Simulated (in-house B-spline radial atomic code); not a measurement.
A run on Co (an excited or competing configuration) that did not converge. Method: non-relativistic wB97X, spin-polarised, spherical fractional occupations, exact exchange averaged over the configuration, point nucleus; computed with an all-electron radial atomic-structure program (B-spline basis).

Command:
```bash
python run_scf.py task.json out
```
Settings:
```
Z                27
configuration    [Ar] 3d7 4s1 5f1
hamiltonian      nr
method           wb97x
spin_polarised   True
exact_exchange   averaged over the configuration
```

First and last ten iterations of the last attempt (damped for 15 steps, keeping 80 % of the old Fock matrix, then DIIS):
```
 iter        energy (Eh)    residual
    1       -1379.409133    3.62e-01
    2       -1379.336468    3.33e-01
    3       -1381.130580    2.03e-01
    4       -1381.943056    1.22e-01
    5       -1382.274144    6.90e-02
    6       -1382.396516    3.72e-02
    7       -1382.438488    2.03e-02
    8       -1382.452425    1.07e-02
    9       -1382.457246    6.36e-03
   10       -1382.458250    4.65e-03
  111       -1382.460276    7.06e-04
  112       -1382.460164    7.91e-04
  113       -1382.460212    8.73e-04
  114       -1382.459694    1.07e-03
  115       -1382.459572    1.15e-03
  116       -1382.459933    9.92e-04
  117       -1382.460346    6.71e-04
  118       -1382.460471    9.13e-04
  119       -1382.459923    1.05e-03
  120       -1382.460333    1.02e-03
 not converged after 120 iterations
```

The smallest residual met was 4.2e-04; the threshold is about 3e-07. No energy from this run should be used. Cost of the run: 23 s on 1 thread of Arm Neoverse N1, with other jobs on the host.
